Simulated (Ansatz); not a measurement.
Relaxation of a periodic cell of 17 atoms, TiSi16 (host Si, host structure diamond, interstitial Ti), to a largest force component of 0.03 eV/Å in at most 60 steps.

Level of theory: DFT PBE, scalar-relativistic, plane waves, PAW in Ansatz. Settings: PAW set soft_1, cutoff 420 eV, k mesh 2x2x2, gaussian smearing 0.02 eV, no spin polarisation.

```xyz
17
Lattice="0.0000 5.4300 5.4300 5.4300 0.0000 5.4300 5.4300 5.4300 0.0000" Properties=species:S:1:pos:R:3
Si 0.000 0.000 0.000
Si 1.357 1.357 1.357
Si 2.715 2.715 0.000
Si 4.072 4.072 1.357
Si 2.715 0.000 2.715
Si 4.072 1.357 4.072
Si 5.430 2.715 2.715
Si 6.787 4.072 4.072
Si 0.000 2.715 2.715
Si 1.357 4.072 4.072
Si 2.715 5.430 2.715
Si 4.072 6.787 4.072
Si 2.715 2.715 5.430
Si 4.072 4.072 6.787
Si 5.430 5.430 5.430
Si 6.787 6.787 6.787
Ti 8.138 8.157 8.164
```

Task: Where does it end, and by what steps?

Result: The run converged. The force dipped under the threshold on the way, but the program's further checks kept it going. Limits of this set-up: coarse k mesh, a small cell, in which the defect meets its images. After 13 steps the energy has fallen by 0.392 eV; Si16 moved furthest, 0.10 Å.

| step | energy less start (eV) | largest force component (eV/Å) | accepted |
| --- | --- | --- | --- |
| 0 | 0.0000 | 1.144 | yes |
| 1 | -0.3658 | 0.328 | yes |
| 2 | -0.3896 | 0.054 | yes |
| 3 | -0.3902 | 0.004 | yes |
| 4 | -0.3906 | 0.013 | yes |
| 5 | -0.3908 | 0.019 | yes |
| 6 | -0.3836 | 0.085 | no |
| 7 | -0.3912 | 0.024 | yes |
| 8 | -0.3786 | 0.162 | no |
| 9 | -0.3916 | 0.021 | yes |
| 10 | -0.3915 | 0.028 | yes |
| 11 | -0.3920 | 0.017 | yes |
| 12 | -0.3921 | 0.007 | yes |
| 13 | -0.3921 | 0.005 | yes |

```xyz
17
Lattice="0.0000 5.4300 5.4300 5.4300 0.0000 5.4300 5.4300 5.4300 0.0000" Properties=species:S:1:pos:R:3
Si 0.005 -0.004 0.027
Si 1.351 1.350 1.351
Si 2.715 2.716 0.025
Si 4.081 4.080 1.351
Si 2.738 0.048 2.722
Si 4.095 1.337 4.115
Si 5.384 2.693 2.719
Si 6.747 4.115 4.096
Si 0.037 2.731 2.713
Si 1.340 4.091 4.101
Si 2.698 5.394 2.712
Si 4.113 6.748 4.100
Si 2.714 2.714 5.413
Si 4.128 4.140 6.749
Si 5.430 5.426 5.395
Si 6.719 6.730 6.745
Ti 8.142 8.146 8.128
```

Time of the run: 120 s on 1 thread of Arm Neoverse V1 (shared host), peak memory 0.57 GiB.
